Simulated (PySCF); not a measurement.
These are PBE-D3(BJ)/def2-TZVP // PBE0-D3(BJ)/def2-TZVP (PySCF 2.14.0) values and carry that method's errors. Isolated molecules, 0 K electronic values unless said otherwise. One relaxed conformer stands for a flexible species; it need not be the lowest. Excitations are Tamm–Dancoff values on a coarser integration grid. The basis has no diffuse functions, so Rydberg states are missing or too high.

Reference species (SMILES): `O[Si]([SiH3])([SiH3])[SiH3]` (H–O–Si–Si torsion 60°) (neutral, multiplicity 1).

```json
{
 "S1–T1 gap (TDA)": "0.44 eV",
 "HOMO": "-6.34 eV",
 "S1 oscillator strength": "0.002",
 "LUMO": "-1.87 eV"
}
```

Changed species: `[SiH3][SiH]([SiH2]O)[SiH3]` (H–O–Si–Si torsion 180°, O–Si–Si–Si torsion -62°).

Question: Give the shifts of the S1–T1 gap (TDA), HOMO, S1 oscillator strength and LUMO.

Answer: the S1–T1 gap (TDA) increases by 0.07 eV, to 0.51 eV; the HOMO decreases by 0.40 eV, to -6.74 eV; the S1 oscillator strength stays essentially unchanged; the LUMO goes up by 0.41 eV, to -1.46 eV.
